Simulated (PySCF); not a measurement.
**N (nitrogen, neutral) across methods**

[He] 2s2 2p3, high-spin 4S determinant. Computed with PySCF 2.14 in x2c-TZVPPall, with the spin-free X2C one-electron Hamiltonian (Gaussian nucleus).

```tsv
method	E (hartree)	mean ε 2s α (eV)	mean ε 2s β (eV)	mean ε 2p α (eV)	Σ⟨r²⟩ (bohr²)	⟨S²⟩
PBE0	-54.5737	-22.896	-16.776	-10.167	12.25	3.753
BHandHLYP	-54.6206	-25.694	-18.520	-11.900	12.18	3.754
r2SCANh	-54.6108	-22.383	-15.777	-9.561	12.18	3.755
r2SCAN	-54.6107	-21.340	-15.182	-8.851	12.21	3.755
TPSS	-54.6426	-20.478	-15.318	-8.404	12.29	3.753
PBE	-54.5622	-19.801	-15.215	-8.224	12.40	3.752
M06-L	-54.6294	-21.537	-15.140	-8.595	11.98	3.761
LDA	-54.1618	-19.585	-15.234	-8.344	12.49	3.753
UHF	-54.43200	-31.659	-19.766	-15.519	12.04	3.758
```
